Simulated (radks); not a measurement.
The numbers below are computed, except where a source is named.
N, configuration [He] 2s2 2p2 4f1 (not the ground configuration). Level of theory: Dirac Kohn-Sham, PBEsol, spin-unpolarised, spherical densities, finite nucleus; open shells fill j = l - 1/2 first; Fermi nuclear charge, rms radius 2.5582 fm (a radial shooting solver on a logarithmic mesh with Libxc functionals).

Unscreened Slater integrals over Kohn-Sham orbitals (eV). Large and small components are both included. Empty in this configuration: 2p3/2.

| integral | value |
|---|---|
| F0(4f5/2,4f5/2) | 1.3933 |
| F2(4f5/2,4f5/2) | 0.82549 |
| F4(4f5/2,4f5/2) | 0.56677 |
| F0(4f5/2,2p1/2) | 1.6846 |
| G2(4f5/2,2p1/2) | 9.7221e-05 |
| F0(4f5/2,2s1/2) | 1.6846 |
| G3(4f5/2,2s1/2) | 3.6522e-05 |
| F0(4f5/2,1s1/2) | 1.6846 |
| G3(4f5/2,1s1/2) | 3.0478e-09 |
| F0(4f5/2,2p3/2) | 1.6846 |
| F2(4f5/2,2p3/2) | 0.018768 |
| G2(4f5/2,2p3/2) | 9.7634e-05 |
| G4(4f5/2,2p3/2) | 6.2010e-05 |
| F0(2p1/2,2p1/2) | 19.648 |
| F0(2p1/2,2s1/2) | 19.659 |
| G1(2p1/2,2s1/2) | 12.039 |
| F0(2p1/2,1s1/2) | 28.023 |
| G1(2p1/2,1s1/2) | 3.0082 |
| F0(2p1/2,2p3/2) | 19.639 |
| G2(2p1/2,2p3/2) | 8.9416 |
| F0(2s1/2,2s1/2) | 19.807 |
| F0(2s1/2,1s1/2) | 28.018 |
| G0(2s1/2,1s1/2) | 2.0881 |
| F0(2s1/2,2p3/2) | 19.651 |
| G1(2s1/2,2p3/2) | 12.036 |
| F0(1s1/2,1s1/2) | 111.52 |
| F0(1s1/2,2p3/2) | 27.993 |
| G1(1s1/2,2p3/2) | 3.0025 |
| F0(2p3/2,2p3/2) | 19.631 |
| F2(2p3/2,2p3/2) | 8.9401 |
